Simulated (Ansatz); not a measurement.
Mn2S⁺, relaxed as a sextet with UKS PBE-D4/def2-TZVP in Ansatz, starting from the PBE-D4/def2-TZVP geometry of the charge +1 doublet. Force threshold 0.02 eV/Å.

The charge 1 sextet is spin-contaminated (final ⟨S²⟩ up to 9.94, 8.75 for a pure state). At PBE-D4/def2-TZVP a doublet of charge 1 lies 1.53 eV below the sextet, each at its own geometry. The structure comes from a short search, and lower isomers may exist.

Start:

```xyz
3

Mn   -0.183   -1.417   -0.337
Mn    0.706    0.635    1.022
S    -0.523    0.783   -0.686
```

Problem. Estimate the energy that the relaxation releases and the steps that it takes.

Solution. 2.9 kcal/mol, in 6 steps; 9.5 s on 4 threads of Arm Neoverse V2 on a shared host. The force fell under the threshold at step 5, but the optimiser went on. No frequencies were taken in this run, so the end may be a saddle point.

Problem. Does the start keep its bonding and symmetry?

Solution. By distances, no bond broke or formed. The bond that changes most is Mn2–S3, from 2.11 to 2.05 Å (atoms count from 1). Point group Cs at the start, Cs at the end, both within 0.05 Å.

Problem. Predict the relaxed structure.

Solution. 
```xyz
3

Mn   -0.123   -1.342   -0.249
Mn    0.657    0.514    0.946
S    -0.534    0.828   -0.697
```
Bond lengths (bridged metal pairs left out): 2 × Mn–S 2.05 to 2.25 Å.
